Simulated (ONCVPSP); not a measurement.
## Configuration tests for copper (ONCV)

```
Element                 : copper
Generator               : ONCVPSP 4.0.1
Type                    : optimised norm-conserving Vanderbilt (ONCV)
Functional              : Wu-Cohen
Relativity              : scalar-relativistic
Frozen core             : [Ne]
Valence charge          : 19
Reference configuration : 3s2 3p6 3d10 4p1
Partial waves           : 3s: rc 1.08 bohr, ncon 4, nbas 7, qcut 12.1 1/bohr, local; 3p+4p: rc 1.12 bohr, ncon 5, nbas 8, qcut 13.5 1/bohr, 2 projectors; 3d: rc 1.16 bohr, ncon 3, nbas 8, qcut 14.1 1/bohr, 1 projector
Local potential         : the s channel
Core correction         : Teter function, fcfact 5, rcfact 1.1
```

Energies are relative to the spin-unpolarised reference configuration 3s2 3p6 3d10 4p1; without spin polarisation the order of configurations can differ from experiment.

```
 valence configuration  charge  ΔE all-electron (eV)  error AE − PS (meV)
  3s2 3p6 3d10 4s1 4p0       0                -4.217                 +416
3s2 3p6 3d10 4s0.5 4p0    +0.5                -1.064                 +243
```

Q: What are ΔE and the potential's error for 3s2 3p6 3d9 4p0?

A: ΔE = 25.216 eV all-electron; the error (AE − PS) is +0.7 meV.

Q: What are ΔE and the potential's error for 3s2 3p6 3d10 4p0?

A: ΔE = 3.878 eV all-electron; the error (AE − PS) is +0.5 meV.
